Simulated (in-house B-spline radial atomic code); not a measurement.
## RPA and G0W0 on Hartree-Fock: Cu+

Configuration [Ar] 3d10, mean-field start Hartree-Fock. Computed with a B-spline radial code for spherical atoms: all electrons, non-relativistic, point nucleus, each spin shell either full or empty, empty states to l = 9 with an (l + 1/2)⁻⁴ tail; G0W0 by contour deformation at full frequency.

Command:
```bash
python run_gw.py task.json out
```
Settings (radii: box in bohr, nucleus in fm):
```
Z                        29
electrons                28
configuration            [Ar] 3d10
hamiltonian              nr
method                   hf
lmax                     9
spin_polarised           False
box_radius               23.78
intervals                53
```

Time taken, with all properties: 2.3 s on 1 thread of Arm Neoverse N1 (shared host).

Energies (hartree):

```tsv
term	value
mean-field total	-1638.72824
Hartree-Fock functional on these orbitals	-1638.72824
direct second order	-2.3086
second-order exchange	0.6623
SOSEX correction	0.59998
```

Question: What is the RPA correlation energy, and what remains with SOSEX?

Answer: RPA gives -1.936 hartree (-1.88 eV per electron); RPA + SOSEX gives -1.336, and the second-order doubles (MP2) -1.6463 hartree. SOSEX takes back 31 % of the RPA value.

Quasi-particle levels (eV):

| level | occupied | mean field | Σx - vxc | Σc | QP weight | G0W0 |
| --- | --- | --- | --- | --- | --- | --- |
| 3d | yes | -22.045 | 0.00 | ? | ? | ? |
| 4s | no | -6.336 | 0.00 | -0.75 | 0.988 | -7.084 |

G0W0 = mean field + (Σx - vxc) + Σc, with Σc (partial-wave tail included) taken at the quasi-particle energy. Only the outer levels were computed. Levels of low weight are left out.

Question: Where does G0W0 put 3d?

Answer: At -20.440 eV, with Σc = 1.61 eV and a quasi-particle weight of 0.927. The tabulated removal energy is 20.292 eV (NIST, measured); the calculation leaves out relativity, Breit and QED terms, and what these don't explain is the method's own error.
